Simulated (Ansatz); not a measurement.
## Energy profile

The step: BBrF₂ ([F][B]([F])[Br]) + HF → BF₃ ([F][B]([F])[F]) + HBr; bonds formed: B1–F6, Br2–H5; bonds broken: B1–Br2, H5–F6 (atoms numbered as in the saddle structure below).

| atom | x (Å) | y (Å) | z (Å) |
| --- | --- | --- | --- |
| B1 | -0.4759 | -0.1247 | -0.2233 |
| Br2 | 0.4683 | 0.1743 | 1.7482 |
| F3 | -0.7897 | -1.3903 | -0.4065 |
| F4 | -1.3380 | 0.8364 | -0.4816 |
| H5 | 1.2501 | 0.3152 | 0.2188 |
| F6 | 0.8852 | 0.1891 | -0.8556 |

Electronic energies by CCSD(T) at an estimated basis limit (MP2 extrapolated from triple and quadruple zeta, plus CCSD(T) − MP2 in triple zeta), on PBE0-D4/def2-TZVP structures; BHBrF3, singlet; no counterpoise correction. Ansatz 0.2.0; basis: def2-TZVPP and def2-QZVPP; cores frozen in the correlated methods. Filled d shells of the heavier atoms are correlated. The def2 sets are not built for correlating such inner shells, so the correlated values are less sure here. Extrapolation: Hartree–Fock as exp(−7.88 √X), correlation as X^−2.97.

(1) Give the profile in eV, counted from the separated reactants. (Judge from chemistry; the value comes from the calculation.)

T1 diagnostic: at most 0.013.

Answers

(1) By the calculation:
```csv
point,eV
"separated: BBrF2 (linked as [F][B]([F])[Br]; B1, Br2, F3, F4; singlet) + HF (H5, F6; singlet)",0.000
start structure,-0.117
saddle,0.572
end structure,-0.848
"separated: BF3 (linked as [F][B]([F])[F]; B1, F3, F4, F6; singlet) + HBr (Br2, H5; singlet)",-0.743
```

For scale, one of the runs: CCSD(T)/def2-TZVPP, 186 basis functions, launched by `ansatz run in.yaml --threads 4 --pin off --events-out ev --progress --plain --max-ram 9574MiB`. Time: 72 s of wall clock on 4 CPU threads of an Arm Neoverse V2; the host was shared. Peak host memory: 2.3 GiB.
